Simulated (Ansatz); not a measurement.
Molecule: sum formula BNH (charge -1, singlet). 
Structure (B3LYP-D3(BJ)/def2-TZVP (Ansatz, a first-principles code) minimum search):
```xyz
3

B      0.0000     0.0000    -0.5880
N      0.0000     0.0000     0.6732
H      0.0000     0.0000    -1.7723
```
Charge -1, spin multiplicity 1.

Basis-set convergence of Hartree-Fock and CCSD correlation energies (hartree) with Ansatz. Correlated levels leave the core frozen unless marked. Spin-orbit coupling is left out. Non-relativistic.

| basis | functions | E(HF) | E(corr, CCSD) |
|---|---|---|---|
| def2-SVPD | 48 | -79.61351 | -0.28782 |
| def2-TZVPPD | 91 | -79.70524 | -0.32737 |
| def2-QZVPPD | 159 | -79.70917 | -0.34325 |

Extrapolating the two largest sets (X = 3 and 4) as X^-3: E(corr) = (64·(-0.34325) - 27·(-0.32737))/37 = -0.3548 Eh, an estimate of the basis-set limit. The largest set recovers 96.7 % of it, the smallest 81.1 %.
